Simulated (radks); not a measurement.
The niobium ion Nb8+, 33 electrons, occupied as [Ar] 3d10 4s2 4p3 (the NIST ground configuration). Method: scalar-relativistic Kohn-Sham, SCAN, spin-unpolarised, spherical densities, finite nucleus; meta-GGA in the generalised Kohn-Sham scheme; Fermi nuclear charge, rms radius 4.324 fm; computed with a radial shooting solver on a logarithmic mesh with Libxc functionals.

Radial electron density D(r) = 4 pi r^2 rho(r):

```
   r/bohr * D(r) (the largest magnitude, 63.4, reaches the edge; | marks zero)
 0.001227 |*
 0.001585 | *
 0.002031 | *
 0.002624 |   *
 0.003389 |     *
 0.004378 |       *
  0.00561 |           *
 0.007247 |                *
 0.009362 |                       *
  0.01209 |                              *
   0.0155 |                                     *
  0.02002 |                                          *
  0.02586 |                                            *
   0.0334 |                                          *
   0.0428 |                                      *
  0.05529 |                                     *
  0.07142 |                                          *
  0.09226 |                                                   *
   0.1182 |                                                      *
   0.1527 |                                              *
   0.1973 |                                   *
   0.2548 |                                  *
   0.3266 |                                        *
   0.4218 |                                     *
   0.5449 |                      *
   0.7039 |          *
    0.902 |      *
    1.165 |    *
    1.505 | *
    1.944 *
    2.491 *
    3.218 *
```

D(r) has 3 maxima, at r = 0.0252, 0.113, 0.354 bohr, and minima at 0.0510, 0.228 bohr, inside which lie 2.03, 11.09 electrons.
